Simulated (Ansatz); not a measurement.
Reaction (cleavage of the Si–B bond): `FC([SiH3])B[SiH3]` + `[BH2][AlH][OH]` → `[BH2][AlH][O][SiH3]` + `BC(F)[SiH3]`

Gas-phase electronic energies from Ansatz, PBE0-D4/def2-TZVP geometries. CCSD(T)/CBS adds triple-zeta CCSD(T) − MP2 to the extrapolated MP2 energy (def2 sets, frozen cores). Functionals use def2-TZVPP. One conformer a species, not always the lowest.

CCSD(T)/CBS gives -28.7 kcal/mol.

Problem. Another level gave -32.1 kcal/mol. Which?
A. r2SCAN-D4/def2-TZVPP
B. ωB97X-V/def2-TZVPP
C. MP2/def2-TZVPP
D. SCS-MP2/def2-TZVPP

Solution. D. SCS-MP2/def2-TZVPP -32.1, r2SCAN-D4 -26.8, ωB97X-V -28.7, MP2/def2-TZVPP -30.1 kcal/mol.

Largest T1 diagnostic among the species: 0.014.

In def2-TZVPP, CCSD(T) changes the Hartree–Fock value by +11.1 kcal/mol (the triples alone add +1.7 kcal/mol) and MP2 by +9.7 kcal/mol. From PBE to PBE0 (25 % exact exchange), in def2-TZVPP and without D4, ΔE moves by −2.8 kcal/mol. The D4 term adds +1.5 kcal/mol with B3LYP and +0.8 kcal/mol with PBE0; it sums over pairs of atoms, weighted by their polarisabilities, and B3LYP, whose exchange is more repulsive, gets the larger term.

B3LYP here is the variant with VWN-RPA as its local correlation; programs differ in this.
